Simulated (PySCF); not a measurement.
PySCF input file for CLiN, SMILES [C]([Li])[N] (connectivity only; charge and spin as stated), neutral, multiplicity 1, TDA-PBE/def2-TZVPD. Coordinates come from a B3LYP-D3(BJ)/def2-TZVPD optimisation.

```python
import numpy as np
from pyscf import gto, scf, dft, tdscf

mol = gto.M(
    atom='''
    Li    0.00000000    0.00000000   -2.05726548
    C     0.00000000    0.00000000   -0.14969910
    N     0.00000000    0.00000000    1.00999873
    ''',
    basis='def2-TZVPD',
    charge=0,
    spin=0,
    symmetry=True,
    symmetry_subgroup='C2v',
    max_memory=1600,
    verbose=4,
)
mf = dft.RKS(mol, xc='pbe').density_fit(auxbasis='def2-universal-jkfit')
mf.grids.level = 3
mf.conv_tol = 1e-9
mf.max_cycle = 100
mf.kernel()
mf.grids = dft.Grids(mol).set(level=1).build(with_non0tab=True)  # coarser grid for the response kernel
td = tdscf.TDA(mf)
td.singlet = True
td.nstates = 10
td.conv_tol = 1e-4
td.positive_eig_threshold = 1e-6
td.kernel(x0=td.get_init_guess(mf, 15))
td.analyze()
tt = tdscf.TDA(mf)
tt.singlet = False
tt.nstates = 4
tt.conv_tol = 1e-4
tt.positive_eig_threshold = 1e-6
tt.kernel(x0=tt.get_init_guess(mf, 9))
tt.analyze(verbose=3)
```

Output:

```
PySCF version 2.14.0

[INPUT] verbose = 4
[INPUT] num. atoms = 3
[INPUT] num. electrons = 16
[INPUT] charge = 0
[INPUT] spin (= nelec alpha-beta = 2S) = 0
[INPUT] symmetry True subgroup C2v
[INPUT] Mole.unit = angstrom
[INPUT] Symbol           X                Y                Z      unit          X                Y                Z       unit  Magmom
[INPUT]  1 Li     0.000000000000   0.000000000000  -2.057265480000 AA    0.000000000000   0.000000000000  -3.887668322722 Bohr   0.0
[INPUT]  2 C      0.000000000000   0.000000000000  -0.149699100000 AA    0.000000000000   0.000000000000  -0.282890300094 Bohr   0.0
[INPUT]  3 N      0.000000000000   0.000000000000   1.009998730000 AA    0.000000000000   0.000000000000   1.908620985859 Bohr   0.0

nuclear repulsion = 27.7812370293595
point group symmetry = Coov, use subgroup C2v
symmetry origin: [0.00000000e+00 0.00000000e+00 8.26755187e-09]
symmetry axis x: [1. 0. 0.]
symmetry axis y: [0. 1. 0.]
symmetry axis z: [0. 0. 1.]
num. orbitals of irrep A1 = 43
num. orbitals of irrep A2 = 8
num. orbitals of irrep B1 = 20
num. orbitals of irrep B2 = 20
number of shells = 35
number of NR pGTOs = 127
number of NR cGTOs = 91
basis = def2-TZVPD
ecp = {}


[settings echo left out]
init E= -100.333758224958
HOMO (A1) = -0.373166633847884  LUMO (B2) = -0.0893006270620622  gap/eV = 7.72439
cycle= 1 E= -100.224935309753  delta_E= 0.109  |g|= 0.398  |ddm|= 1.47
HOMO (A1) = -0.120873542727509  LUMO (A1) = -0.0645316808961596  gap/eV = 1.53314
cycle= 2 E= -100.096299543341  delta_E= 0.129  |g|= 0.786  |ddm|= 2.02
HOMO (A1) = -0.228166107896723  LUMO (A1) = -0.0657982282150051  gap/eV = 4.41826
cycle= 3 E= -100.253526608913  delta_E= -0.157  |g|= 0.306  |ddm|= 1.45
HOMO (A1) = -0.232033149127638  LUMO (A1) = -0.0705570785009613  gap/eV = 4.39399
cycle= 4 E= -100.273792613971  delta_E= -0.0203  |g|= 0.0631  |ddm|= 0.175
HOMO (A1) = -0.227395363302868  LUMO (A1) = -0.0700877826262953  gap/eV = 4.28056
cycle= 5 E= -100.274691987267  delta_E= -0.000899  |g|= 0.0039  |ddm|= 0.0433
HOMO (A1) = -0.227615679605876  LUMO (A1) = -0.0700456274036299  gap/eV = 4.28770
cycle= 6 E= -100.27469640065  delta_E= -4.41e-06  |g|= 0.000507  |ddm|= 0.00275
HOMO (A1) = -0.227720848679198  LUMO (A1) = -0.0701029426350885  gap/eV = 4.28900
cycle= 7 E= -100.274696472789  delta_E= -7.21e-08  |g|= 6.21e-05  |ddm|= 0.000642
HOMO (A1) = -0.227722339389871  LUMO (A1) = -0.0701070039115521  gap/eV = 4.28893
cycle= 8 E= -100.274696473588  delta_E= -7.99e-10  |g|= 6.65e-06  |ddm|= 5.44e-05
HOMO (A1) = -0.227721621130399  LUMO (A1) = -0.0701067270977163  gap/eV = 4.28892
Extra cycle  E= -100.274696473525  delta_E= 6.32e-11  |g|= 1.81e-05  |ddm|= 1.38e-05
converged SCF energy = -100.274696473525
tot grids = 15384
Overwritten attributes  positive_eig_threshold  of <class 'pyscf.tdscf.rks.TDA'>


******** <class 'pyscf.tdscf.rks.TDA'> for <class 'pyscf.df.df_jk.DFSymAdaptedRKS'> ********
nstates = 10 singlet
deg_eia_thresh = 1.000e-03
wfnsym = None
conv_tol = 0.0001
eigh lindep = 1e-12
eigh level_shift = 0
eigh max_cycle = 100


Excitation energies (eV)
[4.32229561 4.67413569 4.67413569 5.56569348 5.56569348 5.86036947
 5.89553654 5.89554288 6.47250974 6.82527407]

** Singlet excitation energies and oscillator strengths **
Excited State   1:   A1      4.32230 eV    286.85 nm  f=0.0237
       8 -> 9        -0.70462
Excited State   2:   B1      4.67414 eV    265.26 nm  f=0.0055
       6 -> 9         0.70630
Excited State   3:   B2      4.67414 eV    265.26 nm  f=0.0055
       7 -> 9         0.70630
Excited State   4:   B1      5.56569 eV    222.77 nm  f=0.0293
       8 -> 10       -0.70017
Excited State   5:   B2      5.56569 eV    222.77 nm  f=0.0293
       8 -> 11        0.70017
Excited State   6:   A2      5.86037 eV    211.56 nm  f=0.0000
       6 -> 11       -0.50000
       7 -> 10        0.50000
Excited State   7:   A1      5.89554 eV    210.30 nm  f=0.0000
       6 -> 10       -0.49922
       7 -> 11        0.49922
Excited State   8:   A2      5.89554 eV    210.30 nm  f=0.0000
       6 -> 11       -0.49922
       7 -> 10       -0.49922
Excited State   9:   A1      6.47251 eV    191.56 nm  f=0.1015
       6 -> 10       -0.43690
       6 -> 13       -0.17561
       7 -> 11       -0.43690
       7 -> 14       -0.17561
       8 -> 12       -0.19031
Excited State  10:   A1      6.82527 eV    181.65 nm  f=0.0004
       5 -> 9        -0.39062
       8 -> 12       -0.56397

** Transition electric dipole moments (AU) **
state          X           Y           Z        Dip. S.      Osc.
  1         0.0000     -0.0000      0.4730      0.2237      0.0237
  2         0.2185     -0.0000      0.0000      0.0478      0.0055
  3        -0.0000      0.2185      0.0000      0.0478      0.0055
  4        -0.4635      0.0000      0.0000      0.2148      0.0293
  5        -0.0000      0.4635      0.0000      0.2148      0.0293
  6        -0.0000     -0.0000      0.0000      0.0000      0.0000
  7         0.0000     -0.0000      0.0000      0.0000      0.0000
  8        -0.0000     -0.0000     -0.0000      0.0000      0.0000
  9         0.0000      0.0000      0.8001      0.6402      0.1015
 10        -0.0000     -0.0000     -0.0466      0.0022      0.0004

** Transition velocity dipole moments (imaginary part, AU) **
state          X           Y           Z        Dip. S.      Osc.
  1         0.0000     -0.0000      0.0742      0.0055      0.0231
  2         0.0383     -0.0000     -0.0000      0.0015      0.0057
  3        -0.0000      0.0383      0.0000      0.0015      0.0057
  4        -0.0814      0.0000      0.0000      0.0066      0.0216
  5        -0.0000      0.0814      0.0000      0.0066      0.0216
  6        -0.0000     -0.0000      0.0000      0.0000      0.0000
  7         0.0000     -0.0000      0.0000      0.0000      0.0000
  8        -0.0000     -0.0000      0.0000      0.0000      0.0000
  9         0.0000      0.0000      0.0857      0.0073      0.0206
 10        -0.0000     -0.0000      0.0231      0.0005      0.0014

** Transition magnetic dipole moments (imaginary part, AU) **
state          X           Y           Z
  1        -0.0000     -0.0000     -0.0000
  2         0.0000     -0.0373     -0.0000
  3         0.0373      0.0000     -0.0000
  4         0.0000     -0.3722      0.0000
  5        -0.3722      0.0000     -0.0000
  6         0.0000      0.0000      0.0000
  7        -0.0000     -0.0000     -0.0000
  8         0.0000      0.0000     -0.0000
  9         0.0000      0.0000     -0.0000
 10         0.0000     -0.0000      0.0000


******** <class 'pyscf.tdscf.rks.TDA'> for <class 'pyscf.df.df_jk.DFSymAdaptedRKS'> ********
nstates = 4 triplet
deg_eia_thresh = 1.000e-03
wfnsym = None
conv_tol = 0.0001
eigh lindep = 1e-12
eigh level_shift = 0
eigh max_cycle = 100


Excitation energies (eV)
[4.17078964 4.64250423 4.64250423 5.17468904]

** Triplet excitation energies and oscillator strengths **
Excited State   1:   A1      4.17079 eV    297.27 nm  f=0.0000
Excited State   2:   B1      4.64250 eV    267.06 nm  f=0.0000
Excited State   3:   B2      4.64250 eV    267.06 nm  f=0.0000
Excited State   4:   B1      5.17469 eV    239.60 nm  f=0.0000
```

The calculation finished and met its thresholds.

Cost: about 5 core-seconds (a rough figure).
